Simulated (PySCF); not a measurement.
C8H9F.
Atom-mapped SMILES: `[F:1][C:2]1=[CH:3][C:4]2([CH:5]=[CH:6]1)[CH2:7][CH2:8][CH2:9]2` (hydrogens: H10 on C3; H11 on C5; H12 on C6; H13, H14 on C7; H15, H16 on C8; H17, H18 on C9)

Geometry (PBE0-D3(BJ)/def2-SVP, Å), atoms numbered from 1 in this order:
```xyz
18
C8H9F angstrom
F      3.5920   -1.0514    0.2844
C      2.3845   -0.5212    0.1620
C      1.2059   -1.1618    0.2530
C      0.1262   -0.1497    0.0518
C      0.8773    1.1351   -0.1661
C      2.2018    0.9061   -0.0991
C     -0.9936   -0.3912   -1.0083
C     -2.0058    0.2608   -0.0530
C     -1.0247   -0.0138    1.0976
H      1.0453   -2.2223    0.4417
H      0.3901    2.0943   -0.3487
H      3.0169    1.6214   -0.2124
H     -0.8403    0.0446   -2.0061
H     -1.1800   -1.4697   -1.1185
H     -3.0091   -0.1847    0.0121
H     -2.1206    1.3378   -0.2476
H     -0.8973    0.7416    1.8864
H     -1.2195   -0.9882    1.5695
```

Theory: PBE0-D3(BJ)/def2-SVP geometry optimisation, gas phase in PySCF.

Take the most abundant isotopes and a rigid rotor. 

(1) What are A, B and C (MHz)?

(2) What kind of rotor is it?

(3) What does the inertial defect say?

(4) Where do the levels up to J = 4 lie, in MHz?

(5) Predict some low-J microwave lines.

(6) Estimate the classical rotational partition function at 10 K, 25 K and 298.15 K.

Answers

(1) Ia = 116.23, Ib = 471.92, Ic = 509.93 u·Å²; 505379 MHz·u·Å²/I gives A = 4348, B = 1071, C = 991.1 MHz.

(2) A near-prolate asymmetric top: κ = (2 × 1071 − 4348 − 991.1)/(4348 − 991.1) = -0.95.

(3) Not planar: Δ = Ic − Ia − Ib = -78.22 u·Å². For a rigid frame Δ = −2 Σ m c², so Σ m c² = 39.11 u·Å² lies off the ab plane: 11.64 from hydrogen and 27.47 from heavier atoms. The atom farthest from that plane is 1.98 Å away.

(4) Above 0(0,0):
J = 1: 1(0,1) 2062, 1(1,1) 5339, 1(1,0) 5419
J = 2: 2(0,2) 6185, 2(1,2) 9383, 2(1,1) 9623, 2(2,1) 19455, 2(2,0) 19456
J = 3: 3(0,3) 12365, 3(1,3) 15449, 3(1,2) 15928, 3(2,2) 25641, 3(2,1) 25648, 3(3,1) 42228, 3(3,0) 42228
J = 4: 4(0,4) 20598, 4(1,4) 23534, 4(1,3) 24332, 4(2,3) 33888, 4(2,2) 33909, 4(3,2) 50479, 4(3,1) 50479, 4(4,1) 73696, 4(4,0) 73696

(5) The dipole components are |μa| = 1.92 D, |μb| = 0.42 D, |μc| = 0.00 D; the mirror of this Cs structure is the ab plane, so μc vanishes by symmetry and there are no c-type lines. The squared components, which scale the intensities, stand as 1.00 : 0.05 (a : b). Some lines, for components of 0.1 D or more:

```tsv
type	branch	J(Ka,Kc)	MHz	lower level (cm⁻¹)
b	R	3(0,3) ← 2(1,2)	2981	0.313
b	Q	1(1,0) ← 1(0,1)	3357	0.069
b	Q	2(1,1) ← 2(0,2)	3438	0.206
b	Q	4(1,3) ← 4(0,4)	3734	0.687
b	R	2(1,2) ← 1(0,1)	7321	0.069
a	R	4(2,3) ← 3(2,2)	8247	0.855
a	R	4(3,1) ← 3(3,0)	8251	1.409
b	Q	3(2,1) ← 3(1,2)	9720	0.531
b	Q	2(2,0) ← 2(1,1)	9833	0.321
b	Q	3(2,2) ← 3(1,3)	10192	0.515
b	R	2(2,0) ← 1(1,1)	14117	0.178
b	Q	3(3,1) ← 3(2,2)	16587	0.855
b	R	3(3,0) ← 2(2,1)	22773	0.649
b	R	4(4,1) ← 3(3,0)	31469	1.409
```

(6) Point group Cs, symmetry number σ = 1; q = (√π/σ)·√((kT/h)³/(ABC)), k/h = 20836.6 MHz/K: 2480 at 10 K, 9810 at 25 K, 404000 at 298.15 K.

PBE0-D3(BJ)/def2-SVP frequencies: not computed here. No vibrational averaging or centrifugal distortion is included, and the geometry carries the error of its method.

On one thread, Intel Xeon Platinum 8488C (x86_64), no GPU, shared host, this took 3.0 min and 0.80 GiB of memory at its peak. This is the geometry optimisation.
